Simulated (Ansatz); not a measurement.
Mulliken charges of CH5FOSeSi, SMILES `FCO[SiH2][SeH]` from PBE/def2-TZVPP in Ansatz (PBE0-D4/def2-TZVP geometry).

```csv
atom,x (Å),y (Å),z (Å),charge (e)
F1,-1.922,0.855,0.786,-0.199
C2,-0.620,0.754,1.222,0.142
O3,-0.089,-0.461,0.863,-0.279
Si4,0.112,-1.004,-0.685,0.348
Se5,1.118,0.532,-2.025,-0.168
H6,-0.629,0.817,2.312,0.100
H7,-0.066,1.584,0.771,0.083
H8,0.943,-2.216,-0.535,-0.043
H9,-1.181,-1.284,-1.347,-0.049
H10,2.418,0.371,-1.358,0.065
```

Problem. By hand: the dipole of these point charges (1 e Å = 4.8032 D).

Solution. Σ q r = (0.277, 0.022, 0.174) e Å, of length 0.328 e Å = 1.58 D.

Problem. How does the dipole of the full density compare? (An estimate is asked.)

Solution. Computed: (0.275, 0.018, 0.130) e Å, 1.46 D; the point charges give 1.08 times that, at 7° from its direction.

Point charges leave out the atoms' own dipoles, such as those of lone pairs, and Mulliken's split depends on the basis, so the close match here is no proof of good charges.
